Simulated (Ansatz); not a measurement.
An input meant for Ge(vinyl)H3 (C₂H₆Ge) (charge 0, singlet; with a point charge).

```yaml
crystal:
  periodic: [false, false, false]
  atoms:
    - {symbol: Ge, position_ang: [-0.222332, 0.273904, -1.275711]}
    - {symbol: C, position_ang: [-0.386170, 0.118198, 0.649146]}
    - {symbol: C, position_ang: [0.538793, -0.452450, 1.410791]}
    - {symbol: H, position_ang: [-1.281524, 0.517483, 1.120899]}
    - {symbol: H, position_ang: [1.450417, -0.870937, 0.993744]}
    - {symbol: H, position_ang: [0.428460, -0.526603, 2.489302]}
    - {symbol: H, position_ang: [1.110744, -0.361687, -1.703823]}
    - {symbol: H, position_ang: [-0.252056, 1.751027, -1.707464]}
    - {symbol: H, position_ang: [-1.386322, -0.448946, -1.976894]}
basis:
  gaussian: {orbitals: "6-31G*", point_charges: [{charge: 1.00, position_ang: [4.191, -0.384, -0.079]}]}
hamiltonian: {xc: {name: CCSD(T)}}
scf: {omitted_lower_state_checks: [starts]}
```

```sh
$ ansatz run in.yaml --threads 4 --pin off --events-out ev --progress --plain --max-ram 3916MiB
```

It prints (some lines left out):

```
Error: YAML parse error: error: line 15 column 19: hamiltonian.xc: no functional is named "CCSD(T)"; the names, which are not case-sensitive, are SVWN5, SPW92, PBE, PBE0, PBEsol, revPBE, revPBE0, RPBE, rPW86-PBE, HSE06, wPBEh, LC-wPBE, HISS, HF, BLYP, B3LYP, B3LYP5, BHLYP, CAM-B3LYP, r2SCAN, r2SCANh, r2SCAN0, r2SCAN50, m-r2SCAN, B97, wB97, wB97X, wB97X-V, B97M-V, wB97M-V, B2PLYP, B2GP-PLYP, PBE0-DH, PBE-QIDH
13 | basis:
14 |   gaussian: {orbitals: "6-31G*", point_charges: [{charge: 1.00, position_ang: [4.19…
15 | hamiltonian: {xc: {name: CCSD(T)}}
16 | scf: {omitted_lower_state_checks: [starts]}
```

Problem. What is wrong with this run?

Solution. The method's name isn't one that the program takes here. The input was rejected before any iteration.
